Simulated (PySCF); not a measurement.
**Frontier levels across methods**

Species: C2H5Cl3Si.
Structure used (PBE0-D3(BJ)/def2-SVP), in Å, numbered top down from 1:
```xyz
11
C2H5Cl3Si angstrom
Si     1.857   -0.860   -0.097
C      0.075   -0.181   -0.110
C     -1.030   -1.178    0.155
Cl    -0.894   -2.561   -0.969
Cl    -2.627   -0.412   -0.078
Cl    -0.939   -1.785    1.828
H      2.754    0.317    0.105
H      2.178   -1.492   -1.408
H      2.062   -1.839    1.007
H     -0.106    0.263   -1.103
H     -0.019    0.630    0.629
```

Basis pcSseg-1 throughout (PySCF), one geometry. Isolated species at its PBE0-D3(BJ)/def2-SVP geometry, gas phase.

Problem. How do the orbital energies, the gap and the dipole change with the method?

Solution. 
```
   method                    kind  HOMO (eV)  LUMO (eV)  gap (eV)  μ (D)  SCF cycles
     BLYP                     GGA      -7.16      -1.79      5.37   1.59          14
      PBE                     GGA      -7.35      -1.95      5.40   1.64          14
    B97-D                     GGA      -7.36      -1.90      5.46   1.68          14
     OPBE                     GGA      -7.39      -1.88      5.51   1.72          15
      KT2                     GGA      -7.46      -2.16      5.30   1.69          14
     BP86                     GGA      -7.47      -2.08      5.39   1.68          14
      KT3                     GGA      -7.47      -2.07      5.40   1.67          14
      LDA                     LDA      -7.48      -2.13      5.35   1.71          14
    B3LYP           global hybrid      -8.50      -1.12      7.38   1.70          13
    B97-2           global hybrid      -8.56      -1.00      7.56   1.77          13
     PBE0           global hybrid      -8.82      -0.91      7.91   1.77          13
 mPW1PW91           global hybrid      -8.85      -0.94      7.91   1.78          13
BHandHLYP           global hybrid     -10.10       0.30     10.40   1.81          12
CAM-B3LYP  range-separated hybrid     -10.17       0.36     10.53   1.74          12
  wB97X-D  range-separated hybrid     -10.75       0.89     11.63   1.84          14
  LC-wPBE  range-separated hybrid     -11.66       1.59     13.25   1.82          13
       HF            Hartree–Fock     -12.22       3.21     15.43   1.93          11
```

The HOMO spans 5.06 eV, from BLYP down to HF, and the gap runs from 5.30 eV (KT2) to 15.43 eV (HF). Over the methods BLYP (0 %), PBE (0 %), B97-D (0 %), OPBE (0 %), KT2 (0 %), BP86 (0 %), KT3 (0 %), LDA (0 %), B3LYP (20 %), B97-2 (21 %), PBE0 (25 %), mPW1PW91 (25 %), BHandHLYP (50 %), HF (100 %), a straight line through the gap against the share of exact exchange rises by 1.00 eV for each 10 % (correlation coefficient 1.000). The dipole ranges from 1.59 D (BLYP) to 1.93 D (HF). This basis has no diffuse functions.
